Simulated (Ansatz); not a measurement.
```yaml
crystal:
  periodic: [false, false, false]
  atoms:
    - {symbol: Ca, position_ang: [-1.416832, 0.084918, 0.737873]}
    - {symbol: Ca, position_ang: [1.427382, 0.205326, -0.724594]}
    - {symbol: Ca, position_ang: [1.279099, 3.289693, -0.015038]}
    - {symbol: Ca, position_ang: [-1.308918, -3.026471, 0.066900]}
    - {symbol: Ca, position_ang: [-4.310417, -2.737949, 1.730717]}
    - {symbol: Ca, position_ang: [4.355826, 2.991671, -1.590148]}
    - {symbol: O, position_ang: [2.679880, 1.981285, -0.995536]}
    - {symbol: O, position_ang: [0.055111, 1.612642, 0.272889]}
    - {symbol: O, position_ang: [0.306221, -1.476989, 0.404893]}
    - {symbol: O, position_ang: [-2.669809, -1.712805, 1.044420]}
    - {symbol: O, position_ang: [-0.397544, -1.211320, -0.932365]}
basis:
  gaussian: {orbitals: cc-pVTZ-rifit}
total_charge: 1
magnetization: {spin_polarized: true, initial_magnetization: 1}
hamiltonian: {xc: {name: r2SCAN0}}
scf: {omitted_lower_state_checks: [starts]}
output: {forces: true}
```

```sh
$ ansatz run in.yaml --threads 4 --pin off --events-out ev --progress --plain --max-ram 6963MiB
```

It prints (some lines left out):

```
Functional definition: r2SCAN0
Error: [file] the basis set cc-pVTZ-RIFIT has no functions for Ca
```

In this input the basis set is misnamed or doesn't suit the job. The input was rejected before any iteration.
